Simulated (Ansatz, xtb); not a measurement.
B2F2H2: which of two isomers lies lower

We compare X, `FBBF`, a singlet, with Y, `BB(F)F`, a singlet. Both are isolated molecules in the gas phase, relaxed with r2SCAN-D4/def2-SVP; the shapes shown needn't be the lowest conformers.

X (Å):

```
atom    x (Å)    y (Å)    z (Å)
   B  -0.0912  -1.2723  -0.4999
   B  -1.0964   0.0965  -0.2515
   F  -2.4093  -0.0422  -0.0867
   F   0.2394  -1.6619  -1.7284
   H  -0.6709   1.2352  -0.1702
   H   0.3978  -1.9192   0.4092
```

Y (Å):

```yaml
atoms:
  - { symbol: B, position_ang: [-0.0330, 1.1091, 1.8015] }
  - { symbol: B, position_ang: [0.3822, 1.6945, 0.2692] }
  - { symbol: F, position_ang: [0.7047, 2.9668, 0.0661] }
  - { symbol: F, position_ang: [0.4049, 0.9086, -0.8013] }
  - { symbol: H, position_ang: [-1.1754, 1.1101, 2.1939] }
  - { symbol: H, position_ang: [0.7975, 0.6685, 2.5598] }
```

Q: Estimate E(Y) − E(X) at the level CCSD(T)/def2-TZVPP.

A: Calculated at CCSD(T)/def2-TZVPP: E(Y) − E(X) = −0.357 eV, so structure Y lies lower.

How the difference moves with the method:

| level | geometry | E(Y) − E(X) (eV) | departure from the last row (eV) | job, with rough time for the two |
| --- | --- | --- | --- | --- |
| GFN2-xTB | GFN2-xTB | −0.022 | +0.335 | optimisation, 0.21 s |
| HF/STO-3G | GFN2-xTB | −0.067 | +0.290 | single point, 0.32 s |
| r2SCAN-D4/def2-SVP//GFN2-xTB | GFN2-xTB | −0.337 | +0.020 | single point, 2.5 s |
| r2SCAN-D4/def2-SVP | r2SCAN-D4/def2-SVP | −0.353 | +0.004 | optimisation, 27 s |
| HF/def2-TZVPP | r2SCAN-D4/def2-SVP | −0.389 | −0.032 | part of the CCSD(T) run |
| MP2/def2-TZVPP | r2SCAN-D4/def2-SVP | −0.364 | −0.007 | part of the CCSD(T) run |
| CCSD(T)/def2-TZVPP | r2SCAN-D4/def2-SVP | −0.357 |  | single point, 65 s |

As drawn, both hold the same kinds of bond in the same numbers.

The levels shown agree on the order. The largest departure from CCSD(T)/def2-TZVPP is that of GFN2-xTB, 0.335 eV.

With harmonic frequencies from r2SCAN-D4/def2-SVP (ideal gas, rigid rotor, one conformer each, 400 K, 1 atm): the zero-point term adds −0.013 eV; ΔH is −0.371 and ΔG −0.348 eV.

The correlated steps freeze 4 core orbitals. Mirror images aren't counted in ΔG. Programs: Ansatz 0.2.0, xtb 6.7.1; the last row on 1 thread of Intel(R) Xeon(R) Platinum 8259CL CPU @ 2.50GHz (Skylake/Cascade Lake) on a shared host.
